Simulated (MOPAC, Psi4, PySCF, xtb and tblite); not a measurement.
Relaxed torsion scan: SMILES [SiH2]([SeH])[SiH3] (H₆SeSi₂). Scanned: dihedral Si1–Si2–Se3–H9; all other coordinates were relaxed at GFN2-xTB. Points at φ and −φ are mirror images. Heavy atoms are numbered in the order of the SMILES [SiH3][SiH2][SeH], hydrogens after them in the order of the atoms that carry them; the mirror image has the same energies with the sign of each dihedral reversed.

RMP2/3-21G = PySCF 2.14.0 with restricted MP2 (frozen core)/3-21G // GFN2-xTB; PM6, restricted, heats of formation // GFN2-xTB (MOPAC); GFN2-xTB (xtb and tblite); MP2/cc-pVTZ = DF-MP2 (frozen core)/cc-pVTZ // GFN2-xTB in Psi4.

Energies relative to the lowest point of each profile, in kcal/mol; the last columns give the difference from MP2:

```json
[
 {"φ / °": "-165", "RMP2/3-21G": "1.09", "PM6": "0.00", "GFN2-xTB": "0.05", "MP2/cc-pVTZ": "1.04", "RMP2/3-21G − MP2/cc-pVTZ": "0.05", "PM6 − MP2/cc-pVTZ": "-1.04", "GFN2-xTB − MP2/cc-pVTZ": "-0.99"},
 {"φ / °": "-150", "RMP2/3-21G": "1.22", "PM6": "0.23", "GFN2-xTB": "0.23", "MP2/cc-pVTZ": "1.26", "RMP2/3-21G − MP2/cc-pVTZ": "-0.04", "PM6 − MP2/cc-pVTZ": "-1.04", "GFN2-xTB − MP2/cc-pVTZ": "-1.04"},
 {"φ / °": "-135", "RMP2/3-21G": "1.38", "PM6": "0.51", "GFN2-xTB": "0.43", "MP2/cc-pVTZ": "1.51", "RMP2/3-21G − MP2/cc-pVTZ": "-0.13", "PM6 − MP2/cc-pVTZ": "-0.99", "GFN2-xTB − MP2/cc-pVTZ": "-1.07"},
 {"φ / °": "-120", "RMP2/3-21G": "1.39", "PM6": "0.72", "GFN2-xTB": "0.55", "MP2/cc-pVTZ": "1.58", "RMP2/3-21G − MP2/cc-pVTZ": "-0.19", "PM6 − MP2/cc-pVTZ": "-0.86", "GFN2-xTB − MP2/cc-pVTZ": "-1.02"},
 {"φ / °": "-105", "RMP2/3-21G": "1.11", "PM6": "0.74", "GFN2-xTB": "0.53", "MP2/cc-pVTZ": "1.33", "RMP2/3-21G − MP2/cc-pVTZ": "-0.22", "PM6 − MP2/cc-pVTZ": "-0.59", "GFN2-xTB − MP2/cc-pVTZ": "-0.80"},
 {"φ / °": "-90", "RMP2/3-21G": "0.62", "PM6": "0.61", "GFN2-xTB": "0.38", "MP2/cc-pVTZ": "0.85", "RMP2/3-21G − MP2/cc-pVTZ": "-0.24", "PM6 − MP2/cc-pVTZ": "-0.24", "GFN2-xTB − MP2/cc-pVTZ": "-0.48"},
 {"φ / °": "-75", "RMP2/3-21G": "0.17", "PM6": "0.50", "GFN2-xTB": "0.18", "MP2/cc-pVTZ": "0.35", "RMP2/3-21G − MP2/cc-pVTZ": "-0.18", "PM6 − MP2/cc-pVTZ": "0.15", "GFN2-xTB − MP2/cc-pVTZ": "-0.17"},
 {"φ / °": "-60", "RMP2/3-21G": "0.00", "PM6": "0.51", "GFN2-xTB": "0.04", "MP2/cc-pVTZ": "0.03", "RMP2/3-21G − MP2/cc-pVTZ": "-0.03", "PM6 − MP2/cc-pVTZ": "0.48", "GFN2-xTB − MP2/cc-pVTZ": "0.02"},
 {"φ / °": "-45", "RMP2/3-21G": "0.18", "PM6": "0.69", "GFN2-xTB": "0.01", "MP2/cc-pVTZ": "0.00", "RMP2/3-21G − MP2/cc-pVTZ": "0.18", "PM6 − MP2/cc-pVTZ": "0.69", "GFN2-xTB − MP2/cc-pVTZ": "0.01"},
 {"φ / °": "-30", "RMP2/3-21G": "0.63", "PM6": "0.99", "GFN2-xTB": "0.07", "MP2/cc-pVTZ": "0.22", "RMP2/3-21G − MP2/cc-pVTZ": "0.41", "PM6 − MP2/cc-pVTZ": "0.77", "GFN2-xTB − MP2/cc-pVTZ": "-0.15"},
 {"φ / °": "-15", "RMP2/3-21G": "1.08", "PM6": "1.26", "GFN2-xTB": "0.15", "MP2/cc-pVTZ": "0.51", "RMP2/3-21G − MP2/cc-pVTZ": "0.57", "PM6 − MP2/cc-pVTZ": "0.76", "GFN2-xTB − MP2/cc-pVTZ": "-0.36"},
 {"φ / °": "0", "RMP2/3-21G": "1.29", "PM6": "1.38", "GFN2-xTB": "0.19", "MP2/cc-pVTZ": "0.65", "RMP2/3-21G − MP2/cc-pVTZ": "0.63", "PM6 − MP2/cc-pVTZ": "0.73", "GFN2-xTB − MP2/cc-pVTZ": "-0.46"},
 {"φ / °": "15", "RMP2/3-21G": "1.08", "PM6": "1.26", "GFN2-xTB": "0.15", "MP2/cc-pVTZ": "0.51", "RMP2/3-21G − MP2/cc-pVTZ": "0.57", "PM6 − MP2/cc-pVTZ": "0.76", "GFN2-xTB − MP2/cc-pVTZ": "-0.36"},
 {"φ / °": "30", "RMP2/3-21G": "0.63", "PM6": "0.99", "GFN2-xTB": "0.07", "MP2/cc-pVTZ": "0.22", "RMP2/3-21G − MP2/cc-pVTZ": "0.41", "PM6 − MP2/cc-pVTZ": "0.77", "GFN2-xTB − MP2/cc-pVTZ": "-0.15"},
 {"φ / °": "45", "RMP2/3-21G": "0.18", "PM6": "0.69", "GFN2-xTB": "0.01", "MP2/cc-pVTZ": "0.00", "RMP2/3-21G − MP2/cc-pVTZ": "0.18", "PM6 − MP2/cc-pVTZ": "0.69", "GFN2-xTB − MP2/cc-pVTZ": "0.01"},
 {"φ / °": "60", "RMP2/3-21G": "0.00", "PM6": "0.51", "GFN2-xTB": "0.04", "MP2/cc-pVTZ": "0.03", "RMP2/3-21G − MP2/cc-pVTZ": "-0.03", "PM6 − MP2/cc-pVTZ": "0.48", "GFN2-xTB − MP2/cc-pVTZ": "0.02"},
 {"φ / °": "75", "RMP2/3-21G": "0.17", "PM6": "0.50", "GFN2-xTB": "0.18", "MP2/cc-pVTZ": "0.35", "RMP2/3-21G − MP2/cc-pVTZ": "-0.18", "PM6 − MP2/cc-pVTZ": "0.15", "GFN2-xTB − MP2/cc-pVTZ": "-0.17"},
 {"φ / °": "90", "RMP2/3-21G": "0.62", "PM6": "0.61", "GFN2-xTB": "0.38", "MP2/cc-pVTZ": "0.85", "RMP2/3-21G − MP2/cc-pVTZ": "-0.24", "PM6 − MP2/cc-pVTZ": "-0.24", "GFN2-xTB − MP2/cc-pVTZ": "-0.48"},
 {"φ / °": "105", "RMP2/3-21G": "1.11", "PM6": "0.74", "GFN2-xTB": "0.53", "MP2/cc-pVTZ": "1.33", "RMP2/3-21G − MP2/cc-pVTZ": "-0.22", "PM6 − MP2/cc-pVTZ": "-0.59", "GFN2-xTB − MP2/cc-pVTZ": "-0.80"},
 {"φ / °": "120", "RMP2/3-21G": "1.39", "PM6": "0.72", "GFN2-xTB": "0.55", "MP2/cc-pVTZ": "1.58", "RMP2/3-21G − MP2/cc-pVTZ": "-0.19", "PM6 − MP2/cc-pVTZ": "-0.86", "GFN2-xTB − MP2/cc-pVTZ": "-1.02"},
 {"φ / °": "135", "RMP2/3-21G": "1.38", "PM6": "0.51", "GFN2-xTB": "0.43", "MP2/cc-pVTZ": "1.51", "RMP2/3-21G − MP2/cc-pVTZ": "-0.13", "PM6 − MP2/cc-pVTZ": "-0.99", "GFN2-xTB − MP2/cc-pVTZ": "-1.07"},
 {"φ / °": "150", "RMP2/3-21G": "1.22", "PM6": "0.23", "GFN2-xTB": "0.23", "MP2/cc-pVTZ": "1.26", "RMP2/3-21G − MP2/cc-pVTZ": "-0.04", "PM6 − MP2/cc-pVTZ": "-1.04", "GFN2-xTB − MP2/cc-pVTZ": "-1.04"},
 {"φ / °": "165", "RMP2/3-21G": "1.09", "PM6": "0.00", "GFN2-xTB": "0.05", "MP2/cc-pVTZ": "1.04", "RMP2/3-21G − MP2/cc-pVTZ": "0.05", "PM6 − MP2/cc-pVTZ": "-1.04", "GFN2-xTB − MP2/cc-pVTZ": "-0.99"},
 {"φ / °": "180", "RMP2/3-21G": "1.37", "PM6": "0.14", "GFN2-xTB": "0.00", "MP2/cc-pVTZ": "1.24", "RMP2/3-21G − MP2/cc-pVTZ": "0.13", "PM6 − MP2/cc-pVTZ": "-1.10", "GFN2-xTB − MP2/cc-pVTZ": "-1.24"}
]
```

RMP2/3-21G is furthest from MP2/cc-pVTZ at 0 (0.63 kcal/mol, above); its mean absolute difference over the points is 0.22 kcal/mol.

PM6 is furthest from MP2/cc-pVTZ at 180 (-1.10 kcal/mol, below); its mean absolute difference over the points is 0.71 kcal/mol.

GFN2-xTB is furthest from MP2/cc-pVTZ at 180 (-1.24 kcal/mol, below); its mean absolute difference over the points is 0.58 kcal/mol.
